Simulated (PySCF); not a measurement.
## CaSb⁻: one state, many levels of theory

State: ³Π (triplet), unpaired electrons σ ↑, π ↑. Set-up: basis Ca def2-SVPD, Sb def2-SVPD with ECP28; scalar-relativistic core potentials; PySCF 2.14. De refers to Ca + Sb⁻ in their high-spin ground configurations, without counterpoise correction. The functionals are run spin-unrestricted. A positive dipole points towards Sb; it is taken about the centre of mass and depends on that origin.

```tsv
Level	Re (Å)	ωe (cm⁻¹)	De (eV)	μ (D)
PBE	2.925	210	n/a	3.02
BLYP	2.953	202	n/a	2.89
BP86	2.923	210	n/a	2.80
r²SCAN	2.920	217	n/a	2.61
PBE0	2.926	212	n/a	2.60
M06	2.933	209	n/a	2.93
```

(1) What does a quarter of exact exchange do here, going from PBE to PBE0?

(2) What does the step from GGA to meta-GGA do here, going from PBE to r²SCAN?

These are scalar-relativistic numbers at best; spin–orbit coupling would shift them, the dissociation energy most. The highest Kohn–Sham level is positive in this anion. Much of that is self-interaction error, but it also means that the finite basis helps to hold the extra electron. The state was picked by a PBE0 search and need not be the measured ground state.

Answers

(1) PBE0 less PBE: +0.1 pm in Re, +1.0 % in ωe. Exact exchange removes part of the self-interaction that spreads semilocal densities, and in most molecules shortens and stiffens the bond and lowers De; so it does here.

(2) r²SCAN less PBE: -0.5 pm in Re, +3.3 % in ωe.
